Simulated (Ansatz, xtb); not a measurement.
## C5H4N2: 3 structures ranked

3 gas-phase structures of C5H4N2, from a drawn sample of its isomers (lower ones may exist). Each was relaxed with GFN2-xTB:

A. `N#C[C@@H]1C[C@H]1C#N`, a singlet
B. `N#CC1(C#N)CC1`, a singlet
C. `N#C[C@@H]1C[C@@H]1C#N`, a singlet

Question: Which do you expect lowest at r2SCAN-D4/def2-SVP//GFN2-xTB, and how would the others follow?

Answer: Calculated order at r2SCAN-D4/def2-SVP//GFN2-xTB: A (0.000), C (0.059), B (0.161) eV.

Energies above the lowest of each column, in eV; the last columns are at r2SCAN-D4/def2-SVP geometries:

```json
{"structure": "A", "GFN2-xTB": "0.000", "HF/STO-3G": "0.000", "r2SCAN-D4/def2-SVP//GFN2-xTB": "0.000", "r2SCAN-D4/def2-SVP": "0.000", "CCSD(T)/def2-SVP + ΔMP2/def2-TZVPP": "0.000"}
{"structure": "C", "GFN2-xTB": "0.050", "HF/STO-3G": "0.034", "r2SCAN-D4/def2-SVP//GFN2-xTB": "0.059", "r2SCAN-D4/def2-SVP": "0.057", "CCSD(T)/def2-SVP + ΔMP2/def2-TZVPP": "0.054"}
{"structure": "B", "GFN2-xTB": "0.076", "HF/STO-3G": "0.094", "r2SCAN-D4/def2-SVP//GFN2-xTB": "0.161", "r2SCAN-D4/def2-SVP": "0.153", "CCSD(T)/def2-SVP + ΔMP2/def2-TZVPP": "0.122"}
```

Every level run on A puts it lowest or level with the lowest. ΔMP2 is the change of the MP2 energy from the smaller to the larger basis.

Programs: Ansatz 0.2.0, xtb 6.7.1.
